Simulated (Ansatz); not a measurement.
Ansatz results at the PBE0-D4/def2-TZVP geometry: size of the dipole moment (B3LYP/def2-TZVPP) 1.42 D; ideal-gas entropy at 298 K and 1 bar (rigid rotor, harmonic PBE0-D4/def2-TZVP) 298 J/(mol·K); HOMO energy (PBE/def2-TZVPP) -6.61 eV.

Q: Which molecule gave them?
A. `[CH3][Al]([SiH3])[BH]O`
B. `NC1CC1`
C. `NC[NH][AlH2]`
D. `FC1=NBS1`

A: D. The others give `NC[NH][AlH2]`: 1.26, 320, -5.51; `NC1CC1`: 1.24, 279, -5.44; `[CH3][Al]([SiH3])[BH]O`: 1.08, 426, -5.55.

B3LYP here is the variant with VWN-RPA as its local correlation; programs differ in this.
